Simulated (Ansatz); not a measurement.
Reaction (redistribution): `[NH2][Y]([NH2])[NH2]` + `FB(F)Br` → `[NH2][Y]([NH2])[F]` + `NB(F)Br`

Program: Ansatz. Geometries: PBE0-D4/def2-TZVP. ΔE: electronic, gas phase. CCSD(T)/CBS is the MP2 limit (def2-TZVPP, def2-QZVPP) plus CCSD(T) − MP2 in def2-TZVPP, frozen cores. DFT in def2-TZVPP. Elements past krypton have def2 core potentials. For Br, Y outer-core shells are correlated without core-valence functions, which leaves a few kJ/mol of doubt a bond. Scalar relativity is left out up to krypton. Each species was taken in one conformer, which may not be the lowest.

```json
{"level": "PBE-D4", "ΔE (kJ/mol)": "-127.6"}
{"level": "PBE0-D4", "ΔE (kJ/mol)": "-127.4"}
{"level": "r2SCAN0-D4", "ΔE (kJ/mol)": "-125.5"}
{"level": "BHLYP", "ΔE (kJ/mol)": "-127.0"}
```

Problem. What does CCSD(T)/CBS give? (An estimate is asked.)

Solution. The calculation gave: -122.2 kJ/mol. The listed levels differ from it by -5.4, -5.2, -3.3, -4.8 kJ/mol.

Problem. What do rigid-rotor, harmonic-oscillator terms from PBE0-D4/def2-TZVP frequencies (298.15 K, 1 bar) make of the CCSD(T)/CBS value? (Estimate.)

Solution. The calculation gave: ΔZPE = +6.6 kJ/mol, ΔH = -117.1 kJ/mol, ΔS = 6 J/(mol·K), ΔG = -119.0 kJ/mol.

Largest T1 diagnostic among the species: 0.013.

Leaving LDA and LC-ωPBE aside and taking each functional with its dispersion term where it has one, the values, not all of them listed here, spread over 7.8 kJ/mol, from CAM-B3LYP-D4 to B97M-V. In def2-TZVPP, CCSD(T) changes the Hartree–Fock value by +6.2 kJ/mol (the triples alone add +0.7 kJ/mol) and MP2 by +3.5 kJ/mol. At CCSD(T), def2-SVP lies −9.5 kJ/mol from the extrapolated value and def2-TZVPP +7.3 kJ/mol.
